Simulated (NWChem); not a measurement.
System: SiNH3Cl2; SMILES N[SiH](Cl)Cl

Excerpt of the output:

```
             Northwest Computational Chemistry Package (NWChem) 7.3.0
             --------------------------------------------------------

 C1  symmetry detected

                             Geometry "geometry" -> ""
                             -------------------------

 Output coordinates in angstroms (scale by  1.889725989 to convert to a.u.)

  No.       Tag          Charge          X              Y              Z
 ---- ---------------- ---------- -------------- -------------- --------------
    1 Si                  14.0000     0.39374794     0.00568735     0.41915162
    2 N                    7.0000     1.91553832     0.21430198    -0.32832168
    3 Cl                  17.0000    -0.77951896     1.62163136    -0.10960298
    4 Cl                  17.0000    -0.64102580    -1.71731067    -0.13100405
    5 H                    1.0000     0.55968787    -0.06026364     1.88049562
    6 H                    1.0000     1.97757088     0.48789557    -1.30230886
    7 H                    1.0000     2.69076285    -0.38082034    -0.05773825

 Effective nuclear repulsion energy (a.u.)     274.6733658824

  pbe96 is a nonlocal functional; adding pw91lda local functional.

                                 NWChem DFT Module
                                 -----------------

 Summary of "ao basis" -> "ao basis" (spherical)
 ------------------------------------------------------------------------------
       Tag                 Description            Shells   Functions and Types
 ---------------- ------------------------------  ------  ---------------------
 Si                         def2-svp                 8       18   4s3p1d
 N                          def2-svp                 6       14   3s2p1d
 Cl                         def2-svp                 8       18   4s3p1d
 H                          def2-svp                 3        5   2s1p

            General Information
            -------------------
          SCF calculation type: DFT
          Wavefunction type:  closed shell.
          No. of atoms     :     7
          No. of electrons :    58
           Alpha electrons :    29
            Beta electrons :    29
          Charge           :     0
          Spin multiplicity:     1
          Use of symmetry is: off; symmetry adaption is: off
          Maximum number of iterations: 150
          AO basis - number of functions:    83
                     number of shells:    39
          Convergence on energy requested:  1.00D-06
          Convergence on density requested:  1.00D-05
          Convergence on gradient requested:  5.00D-04

              XC Information
              --------------
          PerdewBurkeErnzerhof Exchange Functional  1.000
            Perdew 1991 LDA Correlation Functional  1.000 local
           PerdewBurkeErnz. Correlation Functional  1.000 non-local

             Grid Information
             ----------------
          Grid used for XC integration:  medium
          Radial quadrature: Mura-Knowles
          Angular quadrature: Lebedev.
          Tag              B.-S. Rad. Rad. Pts. Rad. Cut. Ang. Pts.
          ---              ---------- --------- --------- ---------
          Si                  1.10       88           8.0       590
          N                   0.65       49           8.0       434
          Cl                  1.00       88          11.0       590
          H                   0.35       45          10.0       434
          Grid pruning is: on
          Number of quadrature shells:   448
          Spatial weights used:  Erf1

      Superposition of Atomic Density Guess
      -------------------------------------

 Sum of atomic energies:       -1263.12760135

      Non-variational initial energy
      ------------------------------

 Total energy =   -1264.381959
 1-e energy   =   -2293.015559
 2-e energy   =     753.960234
 HOMO         =      -0.360203
 LUMO         =       0.077621

   convergence    iter        energy       DeltaE   RMS-Dens  Diis-err
 ---------------- ----- ----------------- --------- --------- ---------
 d= 0,ls=0.0,diis     1  -1265.4845311864 -1.54D+03  1.70D-02  6.95D-01
 d= 0,ls=0.0,diis     2  -1265.4193905372  6.51D-02  1.16D-02  1.01D+00
 d= 0,ls=0.0,diis     3  -1265.5484283246 -1.29D-01  2.36D-03  6.89D-02
 d= 0,ls=0.0,diis     4  -1265.5561889587 -7.76D-03  9.09D-04  7.00D-03
 d= 0,ls=0.0,diis     5  -1265.5570713108 -8.82D-04  2.00D-04  3.93D-04
  Resetting Diis
 d= 0,ls=0.0,diis     6  -1265.5571183131 -4.70D-05  3.36D-05  6.21D-06
 d= 0,ls=0.0,diis     7  -1265.5571189978 -6.85D-07  2.06D-05  6.02D-07
 d= 0,ls=0.0,diis     8  -1265.5571189653  3.26D-08  1.21D-05  8.35D-07
 d= 0,ls=0.0,diis     9  -1265.5571190867 -1.21D-07  1.68D-06  2.67D-08

         Total DFT energy =    -1265.557119086684
      One electron energy =    -2295.447499509020
           Coulomb energy =      840.137835974816
    Exchange-Corr. energy =      -84.920821434918
 Nuclear repulsion energy =      274.673365882439

 Numeric. integr. density =       58.000005475771

                       DFT Final Molecular Orbital Analysis
                       ------------------------------------

 Vector   27  Occ=2.000000D+00  E=-2.770147D-01
              MO Center= -3.4D-01, -1.7D-01,  1.6D-01, r^2= 4.1D+00
   Bfn.  Coefficient  Atom+Function         Bfn.  Coefficient  Atom+Function
  ----- ------------  ---------------      ----- ------------  ---------------
    63      0.366760  4 Cl pz                45      0.308622  3 Cl pz
    60      0.274349  4 Cl pz                42      0.236694  3 Cl pz
    69     -0.215312  5 H  s                 70     -0.195386  5 H  s
    62      0.184959  4 Cl py                44      0.176659  3 Cl py
    57      0.159803  4 Cl pz                59      0.138453  4 Cl py

[...]
```

Level: PBE/def2-SVP, vertical spin-unrestricted ions. All runs use the structure optimised with B3LYP/6-31G* (spherical d).

Task: Write an input that gives this output.

Result: One answer among several that fit: the input that was run:
```
start job
memory heap 200 mb stack 900 mb global 1100 mb
geometry units angstroms noautoz
  Si     0.305589     0.432997     0.007567
  N      1.896349    -0.173729    -0.131891
  Cl    -0.697156    -0.061021    -1.729632
  Cl    -0.802385    -0.327909     1.599913
  H      0.342004     1.893480     0.189433
  H      2.060452    -1.115866    -0.467749
  H      2.600199     0.110695     0.540461
end
basis spherical
  * library def2-svp
end
dft
  xc xpbe96 cpbe96
  iterations 150
  vectors input atomic output neutral.movecs
end
task dft energy
charge 1
dft
  odft
  mult 2
  vectors input atomic output cation.movecs
end
task dft energy
```
